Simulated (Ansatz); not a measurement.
Geometry optimisation, UKS PBE0/def2-SVP (Ansatz).

Input file:

```yaml
crystal:
  periodic: [false, false, false]
  atoms:
    - { symbol: Zr, position_ang: [0.0, 0.0, 0.0] }
    - { symbol: F, position_ang: [0.0, 0.0, 2.23] }
    - { symbol: F, position_ang: [1.8671, 0.0, -0.6593] }
    - { symbol: F, position_ang: [-0.9326, 1.6157, -0.6593] }
    - { symbol: F, position_ang: [-0.9326, -1.6157, -0.6593] }
    - { symbol: O, position_ang: [0.0, 0.0, 3.76] }
    - { symbol: H, position_ang: [-0.5144, -0.8011, 4.0971] }
magnetization:
  spin_polarized: true
  initial_magnetization: 1
basis:
  gaussian: { orbitals: def2-SVP }
hamiltonian:
  xc: pbe0
relax:
  f_tol: 0.15
  max_steps: 25
  restrain:
    - { distance: [1, 5], at: 2.43, k: 30.0 }
    - { distance: [0, 1], at: 1.98, k: 30.0 }
```

Launched with:

```bash
$ ansatz run input.yaml --threads 4 --pin off --max-ram 5120MiB --backend cpu --events-out ev --progress --plain --runs-dir out
```

Problem. Where does it end, and by what steps?

Solution. The forces met the threshold. The restraints hold the end off the free minimum; the threshold counts their pulls, which the force column leaves out. Restrained pairs: F2–O6 (1.53 → 2.43 Å), Zr1–F2 (2.23 → 1.96 Å). After 24 steps the energy has fallen by 4.308 eV (the restraints' own energy left out); F2 moved furthest, 1.83 Å. The start is strongly strained (largest force component 10 eV/Å).

| step | energy less start (eV) | largest force component (eV/Å) | accepted |
| --- | --- | --- | --- |
| 0 | 0.0000 | 10.406 | yes |
| 1 | -2.6595 | 5.334 | yes |
| 2 | -3.5412 | 0.828 | yes |
| 3 | -3.6000 | 1.278 | yes |
| 4 | -3.6143 | 1.224 | yes |
| 5 | -3.6290 | 1.229 | yes |
| 6 | -3.6417 | 1.312 | yes |
| 7 | -3.6552 | 1.214 | yes |
| 8 | -3.6430 | 1.400 | no |
| 9 | -3.6624 | 1.217 | yes |
| 10 | -3.6715 | 1.228 | yes |
| 11 | -3.6814 | 1.316 | yes |
| 12 | -3.6936 | 1.198 | yes |
| 13 | -3.7188 | 1.137 | yes |
| 14 | -3.7403 | 1.061 | yes |
| 15 | -3.7532 | 1.018 | yes |
| 16 | -3.8204 | 0.868 | yes |
| 17 | -3.8926 | 0.961 | yes |
| 18 | -4.0020 | 1.141 | yes |
| 19 | -4.1652 | 1.115 | yes |
| 20 | -4.2268 | 0.898 | yes |
| 21 | -4.2660 | 1.257 | yes |
| 22 | -4.2964 | 0.540 | yes |
| 23 | -4.3042 | 0.404 | yes |
| 24 | -4.3083 | 0.449 | yes |

```xyz
7
Properties=species:S:1:pos:R:3
Zr -0.193 -0.170 0.500
F -1.216 -1.281 1.748
F 1.703 -0.265 0.686
F -0.850 1.582 0.174
F -0.487 -1.096 -1.131
O 0.021 0.535 2.787
H 0.511 -0.107 3.346
```

The run took 2.8 min on 4 threads of Intel(R) Xeon(R) Platinum 8259CL CPU @ 2.50GHz (Skylake/Cascade Lake) (shared host), peak memory 0.41 GiB.
